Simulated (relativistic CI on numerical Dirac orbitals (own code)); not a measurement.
Computed by Dirac-Coulomb-Breit CI, separate exchange-only KLI orbitals for each configuration, model QED, unscaled Slater integrals (own radial code, finite nucleus).

CI space (outside the closed core [Ne]): 3s²3p⁶3d⁸, 3s²3p⁵3d⁹, 3s²3p⁴3d¹⁰, 3s3p⁶3d⁹, 3p⁶3d¹⁰, 3s3p⁵3d¹⁰, 3s²3p⁶3d⁷4s, 3s²3p⁶3d⁷4p, 3s²3p⁴3d⁹4s, 3s²3p⁶3d⁷4d, 3s²3p⁴3d⁹4p, 3s²3p⁵3d⁸4s, 3s²3p⁶3d⁷4f, 3s²3p⁴3d⁹4d, 3s3p⁵3d⁹4s, 3s²3p⁵3d⁸4p, 3s3p⁵3d⁹4p, 3s²3p⁶3d⁶4s², 3s²3p⁵3d⁸4d, 3s3p⁵3d⁹4d, 3s3p⁶3d⁸4s, 3s²3p⁶3d⁶4s4p, 3p⁶3d⁹4s, 3s²3p⁵3d⁸4f, 3s²3p⁶3d⁷5s, 3s²3p⁶3d⁶4p², 3s3p⁶3d⁸4p, 3p⁶3d⁹4p, 3s²3p⁶3d⁶4s4d, 3s²3p⁶3d⁷5p, 3s²3p⁵3d⁷4s², 3s²3p⁶3d⁷5d, 3s²3p⁶3d⁶4p4d, 3p⁶3d⁹4d, 3s3p⁶3d⁸4d, 3s²3p⁶3d⁷5f. Levels of other configurations are missing.

At this charge energies of transitions that change n are usually good to better than 1 %, and those within a shell (Δn = 0) to a few per cent.

Outline of the computed level scheme of Ir LII. Lowest level of each configuration: 3s²3p⁶3d⁸ ³F4 at 0.00 eV; 3s²3p⁵3d⁹ ³F°4 at 463.07 eV; 3s²3p⁴3d¹⁰ ³P2 at 957.92 eV; 3s3p⁶3d⁹ ³D3 at 1107.71 eV; 3s3p⁵3d¹⁰ ³P°2 at 1573.82 eV; 3s²3p⁶3d⁷4s ⁵F5 at 1840.01 eV.

Some strong electric-dipole decays among the lowest 45 levels: 3s²3p⁵3d⁹ ³D°1 → 3s²3p⁶3d⁸ ³F2 (6.6e+12 s⁻¹); 3s²3p⁴3d¹⁰ ¹D2 → 3s²3p⁵3d⁹ ³F°3 (6.5e+12 s⁻¹); 3s²3p⁵3d⁹ ¹F°3 → 3s²3p⁶3d⁸ ¹G4 (5.9e+12 s⁻¹); 3s3p⁵3d¹⁰ ¹P°1 → 3s²3p⁴3d¹⁰ ³P2 (4.5e+12 s⁻¹); 3s3p⁶3d⁹ ³D3 → 3s²3p⁵3d⁹ ³F°4 (4.0e+12 s⁻¹); 3s3p⁶3d⁹ ¹D2 → 3s²3p⁵3d⁹ ³F°3 (3.1e+12 s⁻¹); 3s3p⁵3d¹⁰ ³P°2 → 3s²3p⁴3d¹⁰ ³P2 (3.0e+12 s⁻¹); 3s²3p⁵3d⁹ ³P°2 → 3s²3p⁶3d⁸ ³P2 (2.8e+12 s⁻¹).

LS names give the leading component of a level, which can be under half, so a name can repeat, a term be missing and a line seem to break the LS rules.
